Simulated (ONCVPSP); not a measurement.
## Before and after: ONCV potential for boron (B)

- Element: boron (B)
- Generator: ONCVPSP 4.0.1
- Type: optimised norm-conserving Vanderbilt (ONCV)
- Functional: PBEsol
- Relativity: scalar-relativistic
- Frozen core: [He]
- Valence charge: 3
- Reference configuration: 2s1 (charge +2)
- Partial waves: 2s: rc 1.00 bohr, ncon 5, nbas 9, qcut 5.9 1/bohr, 1 projector; p scattering state at 0.26 Ha: rc 0.95 bohr, ncon 4, nbas 8, qcut 7.3 1/bohr, 3 projectors, debl 1.9 Ha; d scattering state at 0.04 Ha: rc 0.90 bohr, ncon 4, nbas 8, qcut 9 1/bohr, 2 projectors, debl 0.8 Ha
- Local potential: polynomial inside 0.75 bohr (lpopt 5, dvloc0 0 Ha)
- Core correction: none

In the p channel the program set the typed energies aside and used 0.050, 1.950, 3.850 Ha.

Change: s: qcut 5.6; p: qcut 7; d: qcut 8.6.

Cutoffs: the cutoffs (Ha) at which the residual kinetic energy of the hardest occupied pseudo-wave falls to 1 and 0.1 mHa per electron; they do not see the model core or the augmentation charge, which bear on the density cutoff. Errors are all-electron minus pseudo energies relative to the spin-unpolarised reference configuration.

Problem. What does the change do?

Solution. The potential gets neither clearly harder nor softer (170 Ha and 221 Ha → 172 Ha and 222 Ha); both files keep a bound ghost (p); the errors of the 4 common tests hardly move.

```tsv
quantity	base	changed
cutoff, loose	170 Ha	172 Ha
cutoff, tight	221 Ha	222 Ha
bound ghosts	p	p
GHOST(+) flags under 300 eV	none	none
error for 2s2 2p1, meV [ΔE -33.40 eV]	+105	+105
error for 2s2, meV [ΔE -25.26 eV]	+30	+30
error for 2s2 2p0.5, meV [ΔE -30.55 eV]	+74	+75
error for 2s1 2p1, meV [ΔE -19.14 eV]	+91	+91
s: phases at 1.01 bohr within 0.05 rad from the reference energy up to (Ha; the scan ends near 5)	0.3	0.3
p: phases at 0.96 bohr within 0.05 rad from the reference energy up to (Ha; the scan ends near 5)	to the end of the scan	to the end of the scan
d: phases at 0.91 bohr within 0.05 rad from the reference energy up to (Ha; the scan ends near 5)	to the end of the scan	to the end of the scan
```

 A true bound ghost makes a file unfit for plane-wave use even where its test errors are small: the radial tests pick states by their node count and pass the ghost by.
